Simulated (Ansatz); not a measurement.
Isolated molecules relaxed with PBE0-D4/def2-TZVP in Ansatz; ΔE leaves out vibrations. CCSD(T)/CBS is the MP2 limit (def2-TZVPP, def2-QZVPP) plus CCSD(T) − MP2 in def2-TZVPP, frozen cores. DFT in def2-TZVPP. B3LYP here is the variant with VWN-RPA as its local correlation; programs differ in this. One conformer a species, not always the lowest.

Reaction (redistribution): `C[NH][Al]([CH3])[F]` + `C[SiH](S)C#N` → `[CH3][Al]([F])[C]#N` + `CN[SiH](C)S`

| level | ΔE (eV) |
| --- | --- |
| B3LYP-D4 | 0.12 |
| ωB97X-V | 0.09 |
| ωB97M-V | 0.08 |
| PBE | 0.16 |
| B3LYP | 0.14 |
| HF/def2-TZVPP | 0.05 |
| CCSD(T)/def2-TZVPP | 0.10 |
| HF/CBS(def2) | 0.05 |

Problem. What does CCSD(T)/CBS give? (Best estimate.)

Solution. Computed: +0.09 eV. The listed levels differ from it by 0.03, 0.00, -0.01, 0.07, 0.05, -0.04, 0.01, -0.04 eV.

Largest T1 diagnostic among the species: 0.013.

From PBE to PBE0 (25 % exact exchange), in def2-TZVPP and without D4, ΔE moves by −0.04 eV. In def2-TZVPP, CCSD(T) changes the Hartree–Fock value by +0.05 eV (the triples alone add +0.01 eV) and MP2 by +0.06 eV.
